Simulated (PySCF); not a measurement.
C₃H₇NSi, SMILES CC1=NC[SiH2]1.

Geometry: PBE0-D3(BJ)/def2-SVP. The structure was generated by enumeration, and PubChem lists no compound with its InChIKey, so it may never have been made.

Calculation: ωB97X/def2-TZVP (PySCF).

Isolated molecule, no solvent.

Computed frontier levels, gap, dipole moment and polarisability:
| Quantity | Result |
|---|---|
| highest occupied level | -9.11 eV |
| lowest empty level | 1.78 eV |
| orbital gap | 10.89 eV |
| dipole moment | 1.70 D |
| quadrupole, principal values (traceless, Buckingham form, about the centre of nuclear charge) | -6.59, 0.13, 6.46 D·Å |
| mean static polarisability | 66.8 bohr³ (9.90 Å³) |
| polarisability, principal values | 54.2, 72.3, 73.8 bohr³ |
